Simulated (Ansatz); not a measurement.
The cluster Cu3S2, relaxed as a doublet with UKS r2SCAN-D4/def2-SVP in Ansatz, starting from the GFN1-xTB geometry. Force threshold 0.02 eV/Å.

The relaxation made no stability test and no search for a lower SCF solution. No other spin state of charge 0 was run. The structure comes from a short search, and lower isomers may exist.

Start:

Cartesian coordinates in Å:
```
Cu 1.454 0.362 -0.237
Cu -0.761 0.662 0.676
Cu -1.294 -2.138 -0.684
S 1.045 1.433 1.594
S -0.443 -0.320 -1.350
```

```csv
step,energy (eV),largest force component (eV/Å),SCF passes
1,-155567.8742,0.406,49
2,-155567.9820,0.403,41
3,-155568.1148,0.439,41
4,-155568.2691,0.351,42
5,-155568.3617,0.400,42
6,-155568.4633,0.214,43
7,-155568.5600,0.391,48
8,-155568.7295,0.372,40
9,-155568.9693,0.552,35
10,-155569.2294,0.513,33
11,-155569.2736,0.381,25
12,-155569.3028,0.166,29
13,-155569.3065,0.004,27
```

Force components are those of the run's own axes.

End:

```xyz
5

Cu    1.2501    0.3003   -0.5458
Cu   -0.9344    1.0177    0.2056
Cu   -0.3156   -1.3173    0.3402
S     0.6475    0.2649    1.6293
S    -0.6477   -0.2656   -1.6293
```

Bonds formed: Cu3–S4 (atoms count from 1). Metal–metal contacts that move far: Cu1–Cu3 3.74 to 2.42 Å, Cu2–Cu3 3.16 to 2.42 Å. The end is the same structure that another start reached, the lowest one found.

No frequencies were taken in this run, so the end may be a saddle point.

Run time 91 s (4 threads of Arm Neoverse V1 on a shared host).
